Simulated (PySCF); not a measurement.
# Dipole polarisabilities along the 4d series, charge +1

Calculated with PySCF 2.14 for the ground configurations, without spin-orbit coupling: coupled response for Hartree-Fock and DFT. Mean α in bohr³, C₆ of like pairs in atomic units.

```csv
species,α UHF,α PBE,α PBE0,C₆ UHF,C₆ PBE,C₆ PBE0
"Zr⁺ [Kr] 4d2 5s1 (aug-cc-pwCVTZ-PP with ECP28MDF, ECP)",78.46,56.74,60.64,714.7,482.3,520.9
"Nb⁺ [Kr] 4d4 (aug-cc-pwCVTZ-DK, spin-free X2C)",23.35,n/a,26.17,149.2,n/a,169.3
"Mo⁺ [Kr] 4d5 (aug-cc-pwCVTZ-PP with ECP28MDF, ECP)",18.04,22.35,20.62,115.1,146.4,134.0
"Tc⁺ [Kr] 4d5 5s1 (aug-cc-pwCVTZ-PP with ECP28MDF, ECP)",46.94,33.54,35.78,355.4,249.4,265.3
"Ru⁺ [Kr] 4d7 (aug-cc-pwCVTZ-PP with ECP28MDF, ECP)",13.25,16.36,15.23,82.81,104.8,96.96
"Rh⁺ [Kr] 4d8 (aug-cc-pwCVTZ-DK, spin-free X2C)",11.35,13.74,12.87,69.95,86.26,80.38
"Pd⁺ [Kr] 4d9 (aug-cc-pwCVTZ-PP with ECP28MDF, ECP)",9.851,12.03,11.26,58.88,73.52,68.47
"Ag⁺ [Kr] 4d10 (aug-cc-pwCVTZ-PP with ECP28MDF, ECP)",8.458,10.31,9.668,49.18,61.22,57.17
"Cd⁺ [Kr] 4d10 5s1 (aug-cc-pwCVTZ-PP with ECP28MDF, ECP)",31.60,21.69,23.27,184.9,127.9,136.1
```

The values depend on the diffuse functions of the basis.
